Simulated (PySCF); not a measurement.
Stretching CaS

Set-up: Ca def2-TZVPP, S def2-TZVPP; no relativity (PySCF 2.14). Energies in eV from Ca + S in their ground configurations at the same level. State: ¹Σ⁺ (singlet), closed shell.

Curves on a restricted Hartree–Fock reference rise too fast on stretching and do not dissociate correctly.

```tsv
R (Å)	RHF-SCS-MP2	M06-L
1.980	-1.231	-2.868
2.072	-2.003	-3.533
2.164	-2.474	-3.906
2.233	-2.676	-4.039
2.302	-2.779	-4.074
2.371	-2.804	-4.033
2.463	-2.748	-3.890
2.578	-2.585	-3.613
2.716	-2.313	-3.197
2.901	-1.891	-2.590
```

Q: Put a parabola through the three lowest points of the RHF-SCS-MP2 curve and estimate Re, k and ωe (reduced mass 17.76 u; 1 eV/Å² = 0.16022 mdyn/Å; ωe = 1302.8·√(k/μ) cm⁻¹).

A: Through R = 2.302, 2.371, 2.463 Å the second-order coefficient is 6.03 eV/Å², so Re ≈ 2.367 Å, k ≈ 1.93 mdyn/Å and ωe ≈ 430 cm⁻¹. A polynomial fit of higher order to the unrounded RHF-SCS-MP2 energies gives Re = 2.363 Å, k = 2.04 mdyn/Å, ωe = 441 cm⁻¹; anharmonicity and rounding make the difference.

The higher-order fit for each curve: RHF-SCS-MP2: Re = 2.363 Å, ωe = 441 cm⁻¹, De = 2.80 eV; M06-L: Re = 2.297 Å, ωe = 499 cm⁻¹, De = 4.07 eV.

Correlated steps freeze 10 core orbitals. Where the molecule has an RHF reference, its open-shell atoms are computed with UHF.
